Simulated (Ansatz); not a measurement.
C₂H₉GeN, SMILES `[CH3][GeH2][CH2]N`. The species carries charge 0 and has multiplicity 1. Correlated methods include outer-core shells of Ge, which these sets cover unevenly. Scalar relativity is left out up to krypton.

Cartesian coordinates in Å:
```
C -1.806 0.462 -1.100
Ge 0.072 0.631 -0.584
C 0.572 -0.791 0.680
N 1.910 -0.559 1.203
H -2.451 0.526 -0.221
H -1.981 -0.498 -1.589
H -2.087 1.256 -1.792
H 0.304 1.992 0.112
H 0.977 0.568 -1.829
H -0.218 -0.876 1.442
H 0.569 -1.731 0.119
H 1.953 0.313 1.714
H 2.185 -1.293 1.845
```

Q: Give the diagnostics of a CCSD(T)/def2-TZVPP run (frozen core, the Gaussian-basis code of Ansatz). (Best estimate.)

A: Computed: T1 = 0.0099, largest single amplitude 0.013, largest double 0.019, (T) share of the correlation energy 3.6 %, 9 CCSD cycles. The RHF solution is stable towards an unrestricted one. T1 lies under the customary mark of 0.02 for closed shells.
